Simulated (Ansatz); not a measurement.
Program: Ansatz. Geometries: PBE0-D4/def2-TZVP. ΔE: electronic, gas phase. CCSD(T)/CBS adds triple-zeta CCSD(T) − MP2 to the extrapolated MP2 energy (def2 sets, frozen cores). Functionals use def2-TZVPP. B3LYP here is the variant with VWN-RPA as its local correlation; programs differ in this. For Ga, Se outer-core shells are correlated without core-valence functions, which leaves a few kJ/mol of doubt a bond. Scalar relativity is left out up to krypton. One conformer a species, not always the lowest.

Reaction (formal exchange of groups at the Se–Ga bond): `[SiH3][Se][GaH][Cl]` + `BC=C` → `B/C=C/[Se][SiH3]` + `[Cl][GaH2]`

`[SiH3][Se][GaH][Cl]`:

```xyz
8

Si    1.270    0.133   -0.939
Se    0.357   -1.438    0.449
Ga   -1.467   -0.178    1.098
Cl   -2.765   -1.181    2.475
H     0.421    1.352   -0.948
H     1.358   -0.426   -2.310
H     2.630    0.474   -0.458
H    -1.804    1.265    0.634
```

`BC=C`:

Cartesian coordinates in Å:
```
B 0.694 -0.083 1.078
C 0.228 -0.357 -0.359
C -0.828 0.292 -0.866
H 0.095 0.722 1.733
H 1.634 -0.647 1.558
H 0.736 -1.077 -0.998
H -1.368 1.021 -0.269
H -1.192 0.129 -1.878
```

`B/C=C/[Se][SiH3]`:

Z-matrix (Å, degrees):
```
Si
Se 1 2.285
H 1 1.484 2 110.4
H 1 1.482 2 105.2 3 119.5
H 1 1.484 2 110.3 3 -121.0
C 2 1.884 1 97.9 3 60.9
C 6 1.346 2 124.0 1 -179.8
H 6 1.087 2 116.1 1 0.2
B 7 1.523 6 119.0 2 -180.0
H 7 1.088 6 118.5 2 0.1
H 9 1.197 7 121.7 6 180.0
H 9 1.199 7 118.9 6 0.0
```

`[Cl][GaH2]`:

Z-matrix (Å, degrees):
```
Ga
Cl 1 2.149
H 1 1.556 2 115.2
H 1 1.556 2 115.2 3 -180.0
```

```tsv
level	ΔE (kcal/mol)
PBE-D4	29.7
r2SCAN-D4	31.3
B3LYP-D4	32.0
ωB97M-V	33.1
B3LYP	31.8
MP2/def2-TZVPP	33.0
SCS-MP2/def2-TZVPP	32.9
SCS-MP2/def2-QZVPP	33.4
```

(1) What does CCSD(T)/CBS give? (Estimate.)

Largest T1 diagnostic among the species: 0.012.

Answers

(1) Ansatz gave: +34.5 kcal/mol. The listed levels differ from it by -4.8, -3.2, -2.5, -1.4, -2.7, -1.5, -1.6, -1.1 kcal/mol.

From PBE to PBE0 (25 % exact exchange), in def2-TZVPP and without D4, ΔE moves by +2.6 kcal/mol. In def2-TZVPP, CCSD(T) changes the Hartree–Fock value by −4.0 kcal/mol (the triples alone add −0.7 kcal/mol) and MP2 by −4.2 kcal/mol.
